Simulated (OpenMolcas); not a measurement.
Fe3+ in a point-charge field

Fe3+ among 4 point charges of -1.5 e arranged as a square (D4h), 1.72 Å from the ion.
```
   1.7200    0.0000    0.0000  -1.50
   0.0000    1.7200    0.0000  -1.50
  -1.7200    0.0000    0.0000  -1.50
   0.0000   -1.7200    0.0000  -1.50
```

```
Program             : OpenMolcas 26.06
Method              : SS-CASPT2, IPEA 0.25 Eh, imaginary shift 0.1 Eh (closed shells correlated: 3s 3p)
Basis               : ANO-RCC-VDZP [5s4p2d1f]
Scalar Hamiltonian  : DKH2, point nucleus
Active space        : 5 electrons in 5 orbitals (3d)
State averaging     : 2S+1 = 6 even, 1 root; 2S+1 = 4 even, 24 roots; 2S+1 = 2 even, 75 roots
Spin-orbit coupling : RASSI with atomic mean-field integrals over the reference wave functions
```

The lowest spin-free states (labels of D4, the rotations of D4h), above the lowest:

| State | Degeneracy | E (cm-1) | Free-ion L (%) |
| --- | --- | --- | --- |
| 6A1 | 1 | 0 | S (100) |
| 4B1 | 1 | 27660 | G (68) |
| 4E | 2 | 28940 | G (71) |
| 4B2 | 1 | 30750 | G (82) |
| 4E | 2 | 32300 | G (80) |
| 4A2 | 1 | 33010 | G (78) |
| 4A1 | 1 | 33700 | G (100) |
| 4E | 2 | 33790 | P (39) |
| 4A1 | 1 | 35280 | G (100) |
| 4B1 | 1 | 37170 | D (69) |
| 4B2 | 1 | 37750 | D (80) |
| 4A1 | 1 | 42180 | D (100) |
| 4A2 | 1 | 42440 | P (78) |
| 4E | 2 | 44900 | D (43) |
| 2A1 | 1 | 45150 | I (76) |
| 2E | 2 | 45500 | I (78) |
| 2B2 | 1 | 45750 | I (80) |
| 2A2 | 1 | 45820 | I (75) |
| 2E | 2 | 46890 | I (88) |
| 2B1 | 1 | 47310 | I (90) |

The lowest levels with spin-orbit coupling:

| E (cm-1) | Degeneracy | Label | 2S+1 | g |
| --- | --- | --- | --- | --- |
| 0 | 2 | E1/2 | 6 | 2.00 6.01 6.01 |
| 0 | 2 | E3/2 | 6 | 0.02 0.02 6.01 |
| 1 | 2 | E3/2 | 6 | 0.02 0.02 10.01 |
| 27600 | 2 | E3/2 | 4 | 1.72 4.81 4.81 |
| 27600 | 2 | E1/2 | 4 | 0.01 0.01 5.17 |
| 28900 | 2 | E1/2 | 4 | 0.37 0.37 9.24 |
| 28930 | 2 | E3/2 | 4 | 1.56 1.93 1.93 |
| 28960 | 2 | E1/2 | 4 | 0.29 0.29 5.73 |
| 28970 | 2 | E3/2 | 4 | 0.97 0.97 2.12 |
| 30730 | 2 | E3/2 | 4 | 2.28 4.33 4.33 |
| 30770 | 2 | E1/2 | 4 | 0.00 0.00 6.82 |
| 32090 | 2 | E1/2 | 4 | 0.24 0.24 6.33 |
| 32230 | 2 | E1/2 | 4 | 0.39 0.39 1.80 |
| 32370 | 2 | E3/2 | 4 | 0.19 0.19 2.60 |
| 32500 | 2 | E3/2 | 4 | 0.29 0.29 6.92 |
| 32990 | 2 | E3/2 | 4 | 0.00 0.00 5.84 |
| 33010 | 2 | E1/2 | 4 | 1.94 3.91 3.91 |
| 33510 | 2 | E1/2 | 4 | 0.02 0.02 4.34 |
| 33660 | 2 | E1/2 | 4 | 0.37 0.61 0.61 |
| 33700 | 2 | E1/2 | 4 | 1.98 4.79 4.79 |

Powder χT (cm3 K/mol): 4.38 at 2 K, 4.39 at 10 K, 4.39 at 50 K, 4.39 at 100 K, 4.39 at 200 K, 4.39 at 300 K. The effective moment at 300 K is 2.828 √(χT) = 5.92 μB.

The lowest level has 2S+1 = 6, for which the spin-only value is χT = S(S+1) / 2 = 4.375 cm3 K/mol (g = 2). The computed 4.385 at 300 K differs by +0.010, little more than the free-electron g of 2.0023 accounts for.

Free-ion shares, where given, are those of the reference states; single-state CASPT2 does not remix them. This is an electrostatic model: the charges have no orbitals. No measured value stands beside these numbers.
